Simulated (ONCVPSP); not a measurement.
# Ce: ONCV pseudisation with PBEsol, fully relativistic reference atom.

| Item | Value |
| --- | --- |
| Element | cerium (Ce) |
| Generator | ONCVPSP 4.0.1 |
| Type | optimised norm-conserving Vanderbilt (ONCV) |
| Functional | PBEsol |
| Relativity | fully relativistic |
| Frozen core | [Kr] 4d10 |
| Valence charge | 12 |
| Reference configuration | 4f1 5s2 5p6 5d1 6s2 |
| Partial waves | 5s+6s: rc 2.35 bohr, ncon 4, nbas 7, qcut 5.6 1/bohr, 2 projectors; 5p: rc 2.75 bohr, ncon 3, nbas 7, qcut 4 1/bohr, 3 projectors, debl 1 Ha; 5d: rc 2.90 bohr, ncon 4, nbas 9, qcut 3.3 1/bohr, 2 projectors, debl 2.7 Ha; 4f: rc 1.90 bohr, ncon 5, nbas 10, qcut 7.5 1/bohr, 2 projectors, debl 1 Ha |
| Local potential | polynomial inside 1.30 bohr (lpopt 5, dvloc0 0 Ha) |
| Core correction | polynomial model core, fcfact 0.65 |

Open shells are filled in proportion to 2j + 1.

All-electron outer shells of the reference configuration (PBEsol, scalar-relativistic, ld1.x):

```csv
shell,level (eV),outermost node (bohr),outermost maximum (bohr)
4d,-110.40,0.31,0.66
5s,-40.61,0.75,1.37
5p,-23.22,0.81,1.55
4f,-5.42,–,0.71
6s,-3.77,1.82,3.72
5d,-3.07,0.92,2.18
```

Q: Estimate the cutoffs (Ha) at which the residual kinetic energy of the hardest occupied pseudo-wave falls to 1 and 0.1 mHa per electron.

A: 78 Ha and 116 Ha.

Q: What does a ghost test show?

A: Ghosts flagged at negative energy: s at -42.8 eV, d5/2 at -628.9 eV, d3/2 at -77.1 eV; GHOST(+) flagged for p3/2 at 113.3 eV, p1/2 at 119.3 eV. A true bound ghost makes a file unfit for plane-wave use.

Q: Which valence shell sets the plane-wave cutoff?

A: 4f: 78 Ha for 1 mHa per electron, against 10 Ha for 5s.

Its largest configuration-test error is -3.6 meV (4f1 5s2 5p6 5d1 6s0). 2 of 4 tests not solved or not reliable.
